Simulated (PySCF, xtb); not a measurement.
C2H8BNO, SMILES COB(C)N. Other conformers were not sampled.

Harmonic wavenumbers (cm⁻¹) from GFN2-xTB (xtb) at its own minimum, in rising order: 28, 131, 166, 217, 295, 431, 456, 457, 505, 740, 830, 869, 886, 1066, 1127, 1155, 1244, 1328, 1388, 1412, 1484, 1487, 1500, 1504, 1538, 2915, 2929, 2984, 3028, 3038, 3068, 3513, 3559.

Q: What does PBE0-D3(BJ)/def2-SVP (PySCF) give at its own minimum? (An estimate is asked for; the answer gives what the named calculation found.)

A: 66, 141, 154, 238, 325, 420, 471, 475, 587, 762, 847, 874, 897, 1142, 1179, 1206, 1270, 1374, 1393, 1434, 1447, 1476, 1479, 1500, 1602, 3003, 3056, 3076, 3139, 3145, 3158, 3651, 3757. Paired by order, the mean absolute difference is 50 cm⁻¹ and the zero-point energies are 67.6 and 69.7 kcal/mol.
